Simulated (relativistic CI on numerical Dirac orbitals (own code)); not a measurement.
# Slater and spin-orbit integrals, Mo XXXVII

Computed by Dirac-Coulomb-Breit CI, KLI orbitals optimised for each configuration, model QED (radiative potential, 1s self-energy scaled to tabulated hydrogen-like ionisation energies), unscaled Slater integrals (own radial code, finite nucleus).

Slater integrals F^k, G^k are unscaled and averaged over j, outside the closed core 1s2; ζ comes from projecting the Hamiltonian with its Breit term on Σ l·s of the shell.

- 2s²2p²: F^2(2p,2p) = 761810, ζ(2p) = 635020 cm⁻¹; <r>(2p) = 0.1251, <r^2>(2p) = 0.01894 (bohr units).
- 2s2p³: F^2(2p,2p) = 760590, G^1(2s,2p) = 805540, ζ(2p) = 631430 cm⁻¹; <r>(2s) = 0.1455, <r^2>(2s) = 0.02486, <r>(2p) = 0.1253, <r^2>(2p) = 0.019 (bohr units).
- 2p⁴: F^2(2p,2p) = 758690, ζ(2p) = 627920 cm⁻¹; <r>(2p) = 0.1256, <r^2>(2p) = 0.01909 (bohr units).

Averages of the first 10 configurations, taken without configuration mixing, which lowers the lowest level and can move excited configurations by several eV; other configurations of the list can lie among them:

```csv
Configuration,Parity,States,Average energy above the lowest level (eV)
2s²2p²,even,15,156.2
2s2p³,odd,40,375.0
2p⁴,even,15,626.6
2p³3s,odd,40,3370.8
2p³3p,even,120,3435.0
2p³3d,odd,200,3495.0
2s²2p3s,odd,12,2944.3
2s²2p3p,even,36,3013.5
2s²2p3d,odd,60,3073.8
2s2p²3s,even,60,3141.0
```
